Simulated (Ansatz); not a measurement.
Ideal-gas functions of CH₅PSSi, SMILES `P[SiH]1CS1` at 500 K and 1 bar, from an Ansatz frequency run at PBE0-D4/def2-TZVP.

Molar mass 108.18 g/mol, point group C1 (symmetry number 1), electronic degeneracy 1, moments of inertia 62.366, 278.55, 294.811 u Å². Harmonic wavenumbers (cm⁻¹, unscaled): 129, 149, 164, 415, 546, 565, 579, 613, 683, 779, 807, 859, 961, 1009, 1084, 1422, 2242, 2406, 2423, 3124, 3207.

Use S(trans) = R[1.5 ln M + 2.5 ln T − 1.1517]; rotational temperatures θ = 24.2544 K / I; S(rot) = R[ln(√π/σ · √(T³/θAθBθC)) + 1.5]; for each mode x = 1.438777 ν̃/T, S = R[x/(eˣ − 1) − ln(1 − e⁻ˣ)] and H = RT x/(eˣ − 1); 1 cm⁻¹ = 0.0119627 kJ/mol; R = 8.31446 J/(mol·K).

**Question.** By hand: the entropy, in J/(mol·K).

**Answer.** Translation 178.0. Rotation: θ = 0.3889, 0.0871, 0.0823 K, giving 119.2. Vibration, mode by mode: 16.60, 15.42, 14.63, 7.32, 5.36, 5.13, 4.97, 4.60, 3.92, 3.15, 2.96, 2.63, 2.09, 1.87, 1.57, 0.72, 0.10, 0.06, 0.06, 0.01, 0.01, in all 93.2. Electronic 0.0. Sum 390.4 J/(mol·K).

**Question.** By hand: H − E and G − E in kJ/mol, counted from the electronic energy.

**Answer.** Zero-point energy ½ × 24166 × 0.0119627 = 144.5; thermal vibration 25.6; translation, rotation and pV give 4 RT = 16.6. H − E = 186.7 kJ/mol, and G − E = 186.7 − 500 × 390.4/1000 = -8.5 kJ/mol.

Vibration gives 24 % of the entropy, 32.0 J/(mol·K) of it from the modes under 150 cm⁻¹: soft modes count most, and the harmonic formula is weakest for them. The sum counts one conformer and one mirror image; others add a mixing term.
